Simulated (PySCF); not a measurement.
**How the method moves the HOMO and LUMO of trans-1,2-dimethylcyclohexane**

trans-1,2-dimethylcyclohexane, C₈H₁₆.
Structure used (PBE0-D3(BJ)/def2-SVP), in Å, numbered top down from 1:
```
atom  x, y, z in Å
C1     2.2500   -0.6250    0.3769
C2     0.7542   -0.3569    0.4817
C3    -0.0443   -1.5485   -0.0524
C4    -1.5495   -1.3420    0.0436
C5    -1.9694   -0.0592   -0.6614
C6    -1.1897    1.1351   -0.1290
C7     0.3261    0.9441   -0.2209
C8     1.0534    2.1735    0.3087
H9     2.5065   -1.5954    0.8297
H10    2.5689   -0.6581   -0.6785
H11    2.8505    0.1435    0.8845
H12    0.4995   -0.2405    1.5543
H13    0.2531   -2.4618    0.4897
H14    0.2361   -1.7152   -1.1096
H15   -1.8403   -1.2832    1.1081
H16   -2.0839   -2.2098   -0.3761
H17   -3.0529    0.1093   -0.5508
H18   -1.7803   -0.1620   -1.7454
H19   -1.4772    2.0527   -0.6691
H20   -1.4594    1.3062    0.9302
H21    0.5817    0.8281   -1.2933
H22    2.1373    2.1293    0.1301
H23    0.6772    3.0889   -0.1741
H24    0.8962    2.2840    1.3949
```

Basis pcSseg-1 throughout (PySCF), one geometry. Isolated species at its PBE0-D3(BJ)/def2-SVP geometry (one conformer only).

Q: How do the orbital energies, the gap and the dipole change with the method?

A: 
| method | kind | HOMO (eV) | LUMO (eV) | gap (eV) | μ (D) | SCF cycles |
| --- | --- | --- | --- | --- | --- | --- |
| LDA | LDA | -7.01 | 0.51 | 7.52 | 0.05 | 14 |
| KT2 | GGA | -7.03 | 0.63 | 7.65 | 0.05 | 14 |
| BP86 | GGA | -7.03 | 0.79 | 7.82 | 0.05 | 13 |
| KT3 | GGA | -7.07 | 0.64 | 7.71 | 0.05 | 13 |
| PBE0 | global hybrid | -8.24 | 1.57 | 9.81 | 0.05 | 12 |
| mPW1PW91 | global hybrid | -8.28 | 1.60 | 9.88 | 0.05 | 12 |
| CAM-B3LYP | range-separated hybrid | -9.63 | 2.43 | 12.05 | 0.05 | 12 |
| wB97X-D | range-separated hybrid | -10.11 | 3.37 | 13.48 | 0.05 | 12 |
| HF | Hartree–Fock | -11.44 | 4.47 | 15.91 | 0.05 | 9 |

The HOMO spans 4.42 eV, from LDA down to HF, and the gap runs from 7.52 eV (LDA) to 15.91 eV (HF). Over the methods LDA (0 %), KT2 (0 %), BP86 (0 %), KT3 (0 %), PBE0 (25 %), mPW1PW91 (25 %), HF (100 %), a straight line through the gap against the share of exact exchange rises by 0.82 eV for each 10 % (correlation coefficient 0.999). The dipole ranges from 0.05 D (mPW1PW91) to 0.05 D (HF). This basis has no diffuse functions.

The vertical ΔSCF ionisation energy at PBE0/def2-SVPD is 9.96 eV; −ε(HOMO) comes closest to it with wB97X-D (10.11 eV).
